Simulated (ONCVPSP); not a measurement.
manganese, ONCV: configuration errors across variants

* Element: manganese
* Generator: ONCVPSP 4.0.1
* Type: optimised norm-conserving Vanderbilt (ONCV)
* Functional: LDA (Perdew-Wang 92)
* Relativity: scalar-relativistic
* Frozen core: [Ne]
* Valence charge: 15
* Reference configuration: 3s2 3p6 3d5 4s1.75 (charge +0.25)
* Partial waves: 3s+4s: rc 1.30 bohr, ncon 4, nbas 7, qcut 9.9 1/bohr, 2 projectors; 3p: rc 1.40 bohr, ncon 5, nbas 9, qcut 11.4 1/bohr, 2 projectors, debl 0.8 Ha; 3d: rc 1.65 bohr, ncon 3, nbas 7, qcut 9.7 1/bohr, 2 projectors, debl 2.4 Ha
* Local potential: polynomial inside 0.80 bohr (lpopt 5, dvloc0 2 Ha)
* Core correction: Teter function fitted to the true core (icmod 2), fcfact 0.6

In the p channel the program set the typed energies aside and used -2.073, 0.250 Ha.

All-electron excitation energies from the reference (eV): (1) 3s2 3p6 3d5 4s2 -1.523; (2) 3s2 3p6 3d5 4s1 7.124; (3) 3s2 3p6 3d5 4s0 22.994; (4) 3s2 3p5 3d5 4s2 60.377.

3 further variants failed, have other tests or another functional or relativity, and are left out.

Errors AE − PS in meV (a dash: test not solved or not reliable):

| change | (1) | (2) | (3) | (4) | bound ghosts | GHOST(+) flags above zero |
| --- | --- | --- | --- | --- | --- | --- |
| base | +0.2 | +0.3 | +3.8 | -132 | none | none |
| local potential polynomial inside 0.80 bohr (lpopt 5, dvloc0 5 Ha) | +0.2 | +0.3 | +3.8 | -132 | none | none |
| s: qcut 7.1; p: qcut 8.2; d: qcut 7 | +0.2 | +0.7 | +6.0 | -253 | none | none |
| d: rc 1.28 | +7.1 | -0.1 | +1.2 | – | none | none |
| d: qcut 9.8 | +0.2 | +0.2 | +3.7 | -128 | none | none |
| core correction Teter function fitted to the true core (icmod 2), fcfact 0.5 | +0.2 | +0.3 | +3.8 | -132 | none | none |
| core correction Teter function, fcfact 3.5, rcfact 1.75 | +0.2 | +0.2 | +3.7 | -134 | none | none |

(1) Give the same row for: local potential polynomial inside 1.00 bohr (lpopt 5, dvloc0 1 Ha).

## Answers

(1) +0.2, +0.3, +3.8, -131; bound ghosts: none; GHOST(+) flags above zero: none.
